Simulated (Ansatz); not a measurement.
Dissociation curve of BN, triplet.

UKS-PBE = unrestricted PBE/cc-pVDZ (Ansatz, a first-principles code); UKS-B3LYP = unrestricted B3LYP/cc-pVDZ in Ansatz; FCI = full CI/cc-pVDZ, frozen core run with Ansatz.

Energies relative to the lowest point of each curve near equilibrium, in kcal/mol; the last columns give the error against full CI:

```json
[
 {"R / Å": "1.11", "UKS-PBE": "51.9", "UKS-B3LYP": "47.5", "FCI": "54.9", "UKS-PBE − FCI": "-3.0", "UKS-B3LYP − FCI": "-7.4"},
 {"R / Å": "1.21", "UKS-PBE": "13.5", "UKS-B3LYP": "10.9", "FCI": "14.8", "UKS-PBE − FCI": "-1.3", "UKS-B3LYP − FCI": "-3.8"},
 {"R / Å": "1.22", "UKS-PBE": "11.3", "UKS-B3LYP": "8.9", "FCI": "12.4", "UKS-PBE − FCI": "-1.2", "UKS-B3LYP − FCI": "-3.5"},
 {"R / Å": "1.27", "UKS-PBE": "3.5", "UKS-B3LYP": "2.2", "FCI": "4.2", "UKS-PBE − FCI": "-0.7", "UKS-B3LYP − FCI": "-1.9"},
 {"R / Å": "1.32", "UKS-PBE": "0.3", "UKS-B3LYP": "0.0", "FCI": "0.5", "UKS-PBE − FCI": "-0.2", "UKS-B3LYP − FCI": "-0.5"},
 {"R / Å": "1.34", "UKS-PBE": "0.0", "UKS-B3LYP": "0.1", "FCI": "0.0", "UKS-PBE − FCI": "0.0", "UKS-B3LYP − FCI": "0.1"},
 {"R / Å": "1.40", "UKS-PBE": "1.8", "UKS-B3LYP": "2.9", "FCI": "1.2", "UKS-PBE − FCI": "0.6", "UKS-B3LYP − FCI": "1.7"},
 {"R / Å": "1.45", "UKS-PBE": "5.5", "UKS-B3LYP": "7.3", "FCI": "4.4", "UKS-PBE − FCI": "1.1", "UKS-B3LYP − FCI": "2.9"},
 {"R / Å": "1.52", "UKS-PBE": "13.0", "UKS-B3LYP": "15.6", "FCI": "11.2", "UKS-PBE − FCI": "1.9", "UKS-B3LYP − FCI": "4.5"},
 {"R / Å": "1.60", "UKS-PBE": "23.5", "UKS-B3LYP": "26.6", "FCI": "20.6", "UKS-PBE − FCI": "2.9", "UKS-B3LYP − FCI": "6.0"}
]
```

UKS-PBE is furthest from FCI at 1.11 (-3.0 kcal/mol, below); its mean absolute error over the points is 1.3 kcal/mol.

UKS-B3LYP is furthest from FCI at 1.11 (-7.4 kcal/mol, below); its mean absolute error over the points is 3.2 kcal/mol.

The scan ran from 1.06 to 5.26 Å; beyond the distances shown full CI changes its symmetry label.
